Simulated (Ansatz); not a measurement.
Total energies of the cluster Ca4Te4 (the lowest singlet isomer of a short search) from Ansatz at PBE0-D4/def2-SVP, gas phase (1 Eh = 27.2114 eV = 2625.5 kJ/mol). The reference geometry is relaxed at r2SCAN-D4/def2-SVP.

```xyz
8

Ca   -1.4041    0.1911    1.8291
Ca   -1.2578   -0.4192   -1.8970
Ca    1.1806    1.9719   -0.2769
Ca    1.4812   -1.7438    0.3446
Te    1.5486    0.5166    2.3361
Te   -1.4537   -2.4277    0.3399
Te   -1.8236    2.1474   -0.4237
Te    1.7288   -0.2363   -2.2521
```

| state | geometry | energy (Eh) |
| --- | --- | --- |
| charge 0 singlet | reference | -3782.02664 |
| charge 1 doublet | reference | -3781.76580 |
| charge -1 doublet | reference | -3782.05287 |
| free Ca atom (singlet) | – | -677.29028 |
| free Te atom (triplet) | – | -267.98598 |

In the def2 sets Te takes a core potential; there is no spin–orbit coupling.

Q: Work out the vertical ionisation energy to the doublet.

A: E(charge 1 doublet) − E(charge 0 singlet) = -3781.76580 − (-3782.02664) = 0.26084 Eh = 7.10 eV. For comparison, −ε of the highest occupied level is 5.75 eV at this level, 1.35 eV less.

Q: Work out the vertical electron affinity, to the doublet.

A: E(charge 0 singlet) − E(charge -1 doublet) = -3782.02664 − (-3782.05287) = 0.02623 Eh = 0.71 eV. The basis lacks diffuse functions, which makes affinities too small.

Q: Give the fundamental gap IE − EA, the Mulliken electronegativity (IE + EA)/2 and the hardness (IE − EA)/2.

A: From the values in Eh: IE − EA = 0.26084 − 0.02623 = 0.23461 Eh = 6.38 eV; (IE + EA)/2 = 3.91 eV; (IE − EA)/2 = 3.19 eV. The HOMO–LUMO gap of the same run is 4.21 eV, 2.17 eV smaller than the fundamental gap.

Q: What is the binding energy per atom against free atoms?

A: Atoms: 4 × (-677.29028) + 4 × (-267.98598) = -3781.10504 Eh. Binding: -3781.10504 − (-3782.02664) = 0.92160 Eh = 25.08 eV, or 3.13 eV for each of 8 atoms (no zero-point energy, no counterpoise term).

At PBE0-D4/def2-SVP the highest occupied level of the charge -1 doublet lies above zero (up to 0.16 eV). By energy differences its removal costs 0.71 eV (vertical, to the charge 0 singlet, at PBE0-D4/def2-SVP); self-interaction error and the lack of diffuse functions both raise the level.  

The structure comes from a short search, and lower isomers may exist.
